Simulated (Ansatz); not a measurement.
CH6GeOSi can be A, `O=[CH][GeH2][SiH3]`, or B, `O[CH]1[SiH2][GeH2]1`.

Computed with Ansatz on PBE0-D4/def2-TZVP structures; ΔE is electronic, products minus reactants. CCSD(T)/CBS adds triple-zeta CCSD(T) − MP2 to the extrapolated MP2 energy (def2 sets, frozen cores). Functionals use def2-TZVPP. B3LYP here is the variant with VWN-RPA as its local correlation; programs differ in this. For Ge outer-core shells are correlated without core-valence functions, which leaves a few kJ/mol of doubt a bond. Scalar relativity is left out up to krypton. One conformer a species, not always the lowest.

Problem. Which is lower in electronic energy at CCSD(T)/CBS, and by how much? (Estimate.)

Solution. Ansatz gave: A, by 18.1 kcal/mol.

Problem. Give E(B) − E(A) in kcal/mol with B3LYP-D4, PBE0-D4, HF/def2-TZVPP, B2PLYP, ωB97M-V, CCSD/def2-TZVPP, MP2/def2-TZVPP. (Estimate.)

Solution. Ansatz gave: B3LYP-D4 22.4, PBE0-D4 16.7, HF/def2-TZVPP 29.3, B2PLYP 22.0, ωB97M-V 19.0, CCSD/def2-TZVPP 21.4, MP2/def2-TZVPP 18.4. None reverses the order clearly.

Largest T1 diagnostic: 0.015.

From PBE to PBE0 (25 % exact exchange), in def2-TZVPP and without D4, E(B) − E(A) moves by −1.3 kcal/mol. In def2-TZVPP, CCSD(T) changes the Hartree–Fock value by −8.6 kcal/mol (the triples alone add −0.7 kcal/mol) and MP2 by −10.9 kcal/mol.
